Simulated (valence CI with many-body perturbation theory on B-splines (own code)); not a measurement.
# E1 line list for Gd57+

Method: relativistic CI+MBPT: five valence electrons over a frozen Dirac-Fock core [He], a basis of 9 s, 9 p, 8 d, 6 f, 3 g, 1 h functions for each j, with the one-electron correlation potential Σ1, the two-electron term Σ2, the three-electron term Σ3, Breit, model QED; selected CI, second order for the rest (own B-spline code, finite nucleus).

No measured spectrum was set against this ion. As an estimate, large intervals hold to a few tenths of a per cent, small ones and those within an open d or f shell to about a per cent. Among the levels kept, up to 1200 cm⁻¹ of a level comes from second order outside the variational space, and about a tenth of that is noise between levels of different J, which matters for small intervals.

Lines 151 to 200 of 256 in falling wavelength, among levels below 64266 × 10³ cm⁻¹, chosen from the strongest by gf and those to the six lowest levels. Wavelengths and rates use the calculated energies. Electric multipoles are in the length gauge, E1 and E2 with the static RPA response of the core. Weak lines are less certain than strong ones. Lines between different terms over intervals too small for the method are left out, as are lines whose strength nearly cancels. The highest levels of a list are the least certain.

Levels are named by their leading jj configuration (3d3/2^4 stands for four electrons in 3d with j = 3/2), which in mixed levels can hold well under half, so a name can repeat and another be missing. Letters in brackets count levels of one name in rising energy.

| λ vac (Å) | Upper | Lower | A (s⁻¹) | log gf | Branch % |
| --- | --- | --- | --- | --- | --- |
| 1.899 | (2s^2 2p1/2 2p3/2 3s) J=3/2 [a] | (2s^2 2p1/2 2p3/2^2) J=5/2 | 1.12e+13 | -1.61 | 15.2 |
| 1.899 | (2s^2 2p1/2 2p3/2 3p3/2) J=3/2 [b] | (2s 2p1/2^2 2p3/2^2) J=1/2 | 1.22e+12 | -2.58 | 4.0 |
| 1.897 | (2s 2p1/2^2 2p3/2 3s) J=3/2 [a] | (2s 2p1/2^2 2p3/2^2) J=5/2 | 8.38e+13 | -0.74 | 66.2 |
| 1.896 | (2s^2 2p1/2^2 3s) J=1/2 | (2s^2 2p1/2^2 2p3/2) J=3/2 | 1.09e+14 | -0.93 | 100.0 |
| 1.894 | (2s^2 2p1/2 2p3/2 3s) J=5/2 | (2s^2 2p1/2 2p3/2^2) J=5/2 | 5.25e+13 | -0.77 | 65.9 |
| 1.894 | (2s^2 2p1/2 2p3/2 3p3/2) J=1/2 [b] | (2s 2p1/2^2 2p3/2^2) J=1/2 | 2.87e+12 | -2.51 | 17.3 |
| 1.893 | (2s^2 2p1/2 2p3/2 3s) J=3/2 [a] | (2s^2 2p1/2 2p3/2^2) J=3/2 | 4.62e+13 | -1.00 | 62.3 |
| 1.892 | (2s^2 2p1/2 2p3/2 3s) J=3/2 [b] | (2s^2 2p1/2 2p3/2^2) J=5/2 | 7.93e+13 | -0.77 | 53.3 |
| 1.890 | (2s^2 2p1/2 2p3/2 3s) J=1/2 | (2s^2 2p1/2 2p3/2^2) J=3/2 | 9.35e+13 | -1.00 | 59.1 |
| 1.887 | (2s^2 2p1/2 2p3/2 3s) J=5/2 | (2s^2 2p1/2 2p3/2^2) J=3/2 | 3.71e+12 | -1.93 | 4.7 |
| 1.886 | (2s^2 2p1/2 2p3/2 3s) J=3/2 [b] | (2s^2 2p1/2 2p3/2^2) J=3/2 | 1.53e+13 | -1.49 | 10.3 |
| 1.886 | (2s^2 2p1/2 2p3/2 3p3/2) J=5/2 [a] | (2s 2p1/2^2 2p3/2^2) J=5/2 | 3.97e+12 | -1.90 | 78.3 |
| 1.884 | (2s^2 2p1/2 2p3/2 3p3/2) J=3/2 [a] | (2s 2p1/2^2 2p3/2^2) J=5/2 | 1.44e+11 | -3.51 | 8.3 |
| 1.882 | (2s^2 2p1/2 2p3/2 3p3/2) J=7/2 | (2s 2p1/2^2 2p3/2^2) J=5/2 | 1.04e+10 | -4.35 | 0.7 |
| 1.881 | (2s 2p1/2^2 2p3/2 3s) J=3/2 [b] | (2s 2p1/2^2 2p3/2^2) J=5/2 | 1.11e+12 | -2.63 | 3.0 |
| 1.875 | (2s^2 2p1/2 2p3/2 3p3/2) J=5/2 [b] | (2s 2p1/2^2 2p3/2^2) J=5/2 | 1.34e+10 | -4.37 | 0.8 |
| 1.874 | (2s^2 2p1/2 2p3/2 3p3/2) J=3/2 [b] | (2s 2p1/2^2 2p3/2^2) J=5/2 | 1.02e+13 | -1.67 | 33.2 |
| 1.818 | (2s 2p1/2^2 2p3/2 3d3/2) J=3/2 [a] | (2s 2p1/2^2 2p3/2^2) J=1/2 | 4.04e+13 | -1.10 | 23.9 |
| 1.818 | (2s 2p1/2^2 2p3/2 3p1/2) J=3/2 [a] | (2s^2 2p1/2 2p3/2^2) J=1/2 | 8.35e+10 | -3.78 | 0.1 |
| 1.817 | (2s 2p1/2^2 2p3/2 3d3/2) J=1/2 | (2s 2p1/2^2 2p3/2^2) J=1/2 | 1.95e+13 | -1.71 | 29.3 |
| 1.807 | (2s 2p1/2^2 2p3/2 3p1/2) J=5/2 | (2s^2 2p1/2 2p3/2^2) J=5/2 | 9.34e+10 | -3.56 | 0.0 |
| 1.804 | (2s^2 2p1/2 2p3/2 3d3/2) J=3/2 [a] | (2s^2 2p1/2 2p3/2^2) J=1/2 | 2.74e+13 | -1.27 | 9.2 |
| 1.803 | (2s^2 2p1/2 2p3/2 3d3/2) J=1/2 [a] | (2s^2 2p1/2 2p3/2^2) J=1/2 | 3.88e+13 | -1.42 | 23.0 |
| 1.802 | (2s 2p1/2^2 2p3/2 3d3/2) J=3/2 [b] | (2s 2p1/2^2 2p3/2^2) J=1/2 | 1.96e+13 | -1.42 | 17.1 |
| 1.801 | (2s 2p1/2^2 2p3/2 3p1/2) J=3/2 [a] | (2s^2 2p1/2 2p3/2^2) J=3/2 | 1.53e+12 | -2.53 | 1.1 |
| 1.801 | (2s 2p1/2^2 2p3/2 3d5/2) J=5/2 | (2s 2p1/2^2 2p3/2^2) J=3/2 | 6.16e+13 | -0.75 | 11.2 |
| 1.799 | (2s 2p1/2^2 2p3/2 3p1/2) J=1/2 | (2s^2 2p1/2 2p3/2^2) J=1/2 | 1.29e+12 | -2.90 | 0.2 |
| 1.799 | (2s 2p1/2^2 2p3/2 3d3/2) J=5/2 [b] | (2s 2p1/2^2 2p3/2^2) J=3/2 | 2.87e+13 | -1.08 | 20.5 |
| 1.799 | (2s 2p1/2^2 2p3/2 3p1/2) J=3/2 [b] | (2s^2 2p1/2 2p3/2^2) J=1/2 | 7.85e+12 | -1.82 | 1.6 |
| 1.796 | (2s 2p1/2^2 2p3/2 3d3/2) J=5/2 [a] | (2s 2p1/2^2 2p3/2^2) J=5/2 | 6.99e+13 | -0.69 | 88.6 |
| 1.795 | (2s 2p1/2^2 2p3/2 3d3/2) J=3/2 [a] | (2s 2p1/2^2 2p3/2^2) J=5/2 | 1.24e+14 | -0.62 | 73.4 |
| 1.795 | (2s 2p1/2^2 2p3/2 3d3/2) J=7/2 | (2s 2p1/2^2 2p3/2^2) J=5/2 | 1.12e+12 | -2.36 | 37.6 |
| 1.793 | (2s^2 2p1/2 2p3/2 3d3/2) J=3/2 [b] | (2s^2 2p1/2 2p3/2^2) J=1/2 | 2.54e+13 | -1.31 | 4.7 |
| 1.793 | (2s^2 2p1/2 2p3/2 3d3/2) J=3/2 [a] | (2s^2 2p1/2 2p3/2^2) J=5/2 | 2.49e+13 | -1.32 | 8.3 |
| 1.792 | (2s^2 2p1/2 2p3/2 3d3/2) J=5/2 [a] | (2s^2 2p1/2 2p3/2^2) J=5/2 | 4.92e+13 | -0.85 | 59.0 |
| 1.791 | (2s^2 2p1/2 2p3/2 3d3/2) J=1/2 [b] | (2s^2 2p1/2 2p3/2^2) J=1/2 | 2.43e+13 | -1.63 | 3.5 |
| 1.790 | (2s^2 2p1/2^2 3d3/2) J=3/2 | (2s^2 2p1/2^2 2p3/2) J=3/2 | 1.41e+14 | -0.57 | 99.7 |
| 1.789 | (2s^2 2p1/2 2p3/2 3d3/2) J=7/2 | (2s^2 2p1/2 2p3/2^2) J=5/2 | 6.74e+12 | -1.59 | 96.2 |
| 1.788 | (2s 2p1/2^2 2p3/2 3p1/2) J=3/2 [b] | (2s^2 2p1/2 2p3/2^2) J=5/2 | 2.96e+13 | -1.25 | 6.0 |
| 1.787 | (2s^2 2p1/2 2p3/2 3d3/2) J=3/2 [a] | (2s^2 2p1/2 2p3/2^2) J=3/2 | 6.27e+13 | -0.92 | 20.9 |
| 1.786 | (2s^2 2p1/2 2p3/2 3d3/2) J=1/2 [a] | (2s^2 2p1/2 2p3/2^2) J=3/2 | 7.89e+13 | -1.12 | 46.8 |
| 1.786 | (2s^2 2p1/2 2p3/2 3d5/2) J=3/2 [a] | (2s^2 2p1/2 2p3/2^2) J=1/2 | 6.17e+13 | -0.93 | 9.3 |
| 1.785 | (2s^2 2p1/2 2p3/2 3d3/2) J=5/2 [b] | (2s^2 2p1/2 2p3/2^2) J=5/2 | 1.04e+13 | -1.52 | 1.3 |
| 1.783 | (2s 2p1/2^2 2p3/2 3p1/2) J=1/2 | (2s^2 2p1/2 2p3/2^2) J=3/2 | 1.63e+12 | -2.81 | 0.3 |
| 1.783 | (2s^2 2p1/2 2p3/2 3d3/2) J=3/2 [b] | (2s^2 2p1/2 2p3/2^2) J=5/2 | 7.74e+13 | -0.83 | 14.3 |
| 1.782 | (2s 2p1/2^2 2p3/2 3p1/2) J=3/2 [b] | (2s^2 2p1/2 2p3/2^2) J=3/2 | 2.43e+12 | -2.34 | 0.5 |
| 1.780 | (2s 2p1/2^2 2p3/2 3d3/2) J=3/2 [b] | (2s 2p1/2^2 2p3/2^2) J=5/2 | 8.75e+13 | -0.78 | 76.2 |
| 1.779 | (2s^2 2p1/2 2p3/2 3d5/2) J=7/2 [a] | (2s^2 2p1/2 2p3/2^2) J=5/2 | 2.28e+13 | -1.06 | 99.7 |
| 1.779 | (2s^2 2p1/2 2p3/2 3d3/2) J=5/2 [b] | (2s^2 2p1/2 2p3/2^2) J=3/2 | 4.02e+11 | -2.94 | 0.0 |
| 1.778 | (2s^2 2p1/2 2p3/2 3d5/2) J=3/2 [b] | (2s^2 2p1/2 2p3/2^2) J=1/2 | 7.39e+14 | 0.15 | 87.5 |
